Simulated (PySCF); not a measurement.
Potential energy of CaB along the bond

Set-up: PySCF, no relativity, basis sets Ca def2-TZVPP, B def2-TZVPP. Energies in eV from Ca + B in their ground configurations at the same level. All curves are PBE0. state 1: Ms = 0.5 determinant of mixed spin (⟨S²⟩ near 1.5), unpaired electrons π ↑; state 2: ⁴Σ⁻ (quartet), unpaired electrons σ ↑, π ↑↑, a second solution, started from another occupation; state 3: ⁴Π (quartet), unpaired electrons σ ↑↑, π ↑, a second solution, started from another occupation; state 4: Ms = 0.5 determinant of mixed spin (⟨S²⟩ near 1.8), unpaired electrons σ ↓, π ↑↑, a second solution, started from another occupation.

```json
{"R (Å)": "2.235", "state 1": "-0.668", "state 2": "-1.008", "state 3": "-0.5498", "state 4": "-0.7596"}
{"R (Å)": "2.339", "state 1": "-0.900", "state 2": "-1.030", "state 3": "-0.7410", "state 4": "-0.7834"}
{"R (Å)": "2.443", "state 1": "-1.028", "state 2": "-0.977", "state 3": "-0.8308", "state 4": "-0.7362"}
{"R (Å)": "2.521", "state 1": "-1.072", "state 2": "-0.902", "state 3": "-0.8479", "state 4": "-0.6679"}
{"R (Å)": "2.599", "state 1": "-1.083", "state 2": "-0.806", "state 3": "-0.8322", "state 4": "-0.5796"}
{"R (Å)": "2.677", "state 1": "-1.069", "state 2": "-0.696", "state 3": "-0.7911", "state 4": "-0.4770"}
{"R (Å)": "2.781", "state 1": "-1.021", "state 2": "-0.534", "state 3": "-0.7074", "state 4": "-0.3261"}
{"R (Å)": "2.911", "state 1": "-0.933", "state 2": "-0.322", "state 3": "-0.5712", "state 4": "-0.1253"}
{"R (Å)": "3.067", "state 1": "-0.808", "state 2": "-0.065", "state 3": "-0.3827", "state 4": "0.1191"}
{"R (Å)": "3.275", "state 1": "-0.640", "state 2": "0.260", "state 3": "-0.1177", "state 4": "0.4328"}
```

Question: Put a parabola through the three lowest points of the state 1 curve and estimate Re, k and ωe (reduced mass 8.631 u; 1 eV/Å² = 0.16022 mdyn/Å; ωe = 1302.8·√(k/μ) cm⁻¹).

Answer: Through R = 2.521, 2.599, 2.677 Å the second-order coefficient is 2.05 eV/Å², so Re ≈ 2.594 Å, k ≈ 0.658 mdyn/Å and ωe ≈ 360 cm⁻¹. A polynomial fit of higher order to the unrounded PBE0 energies gives Re = 2.591 Å, k = 0.685 mdyn/Å, ωe = 367 cm⁻¹; anharmonicity and rounding make the difference.

The higher-order fit for each curve: state 1: Re = 2.591 Å, ωe = 367 cm⁻¹, De = 1.08 eV; state 2: Re = 2.312 Å, ωe = 489 cm⁻¹, minimum 1.03 eV below the ground-state fragments; state 3: Re = 2.520 Å, ωe = 413 cm⁻¹, minimum 0.85 eV below the ground-state fragments; state 4: Re = 2.316 Å, ωe = 471 cm⁻¹, minimum 0.79 eV below the ground-state fragments.

The state was picked by a PBE0 search and need not be the measured ground state.
